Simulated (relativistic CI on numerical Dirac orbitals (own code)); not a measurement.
Slater and spin-orbit integrals, Ge³⁰⁺

These numbers are calculated, not measured: Dirac-Coulomb-Breit CI, separate exchange-only KLI orbitals for each configuration, model QED (radiative potential, 1s self-energy scaled to tabulated hydrogen-like ionisation energies), unscaled Slater integrals (own radial code, finite nucleus).

Slater integrals F^k, G^k are unscaled and averaged over j, outside the closed core (none); ζ comes from projecting the Hamiltonian with its Breit term on Σ l·s of the shell.

- 1s 2s: G^0(1s,2s) = 155950 cm⁻¹; <r>(1s) = 0.04613, <r^2>(1s) = 0.002853, <r>(2s) = 0.1875, <r^2>(2s) = 0.04113 (bohr units).
- 1s 2p: G^1(1s,2p) = 337700, ζ(2p) = 236040 cm⁻¹; <r>(1s) = 0.04613, <r^2>(1s) = 0.002854, <r>(2p) = 0.1586, <r^2>(2p) = 0.03029 (bohr units).
- 1s 3s: G^0(1s,3s) = 40950 cm⁻¹; <r>(1s) = 0.04607, <r^2>(1s) = 0.002845, <r>(3s) = 0.4255, <r^2>(3s) = 0.206 (bohr units).

Averages of the first 10 configurations, taken without configuration mixing, which lowers the lowest level and can move excited configurations by several eV; other configurations of the list can lie among them:

```json
{"Configuration": "1s2", "Parity": "even", "States": "1", "Average energy above the lowest level (eV)": "0.0"}
{"Configuration": "1s 2s", "Parity": "even", "States": "4", "Average energy above the lowest level (eV)": "10189.1"}
{"Configuration": "1s 2p", "Parity": "odd", "States": "12", "Average energy above the lowest level (eV)": "10249.9"}
{"Configuration": "1s 3s", "Parity": "even", "States": "4", "Average energy above the lowest level (eV)": "12071.4"}
{"Configuration": "1s 3p", "Parity": "odd", "States": "12", "Average energy above the lowest level (eV)": "12088.9"}
{"Configuration": "1s 3d", "Parity": "even", "States": "20", "Average energy above the lowest level (eV)": "12099.0"}
{"Configuration": "1s 4s", "Parity": "even", "States": "4", "Average energy above the lowest level (eV)": "12724.6"}
{"Configuration": "1s 4p", "Parity": "odd", "States": "12", "Average energy above the lowest level (eV)": "12731.9"}
{"Configuration": "1s 4d", "Parity": "even", "States": "20", "Average energy above the lowest level (eV)": "12736.2"}
{"Configuration": "1s 4f", "Parity": "odd", "States": "28", "Average energy above the lowest level (eV)": "12737.5"}
```
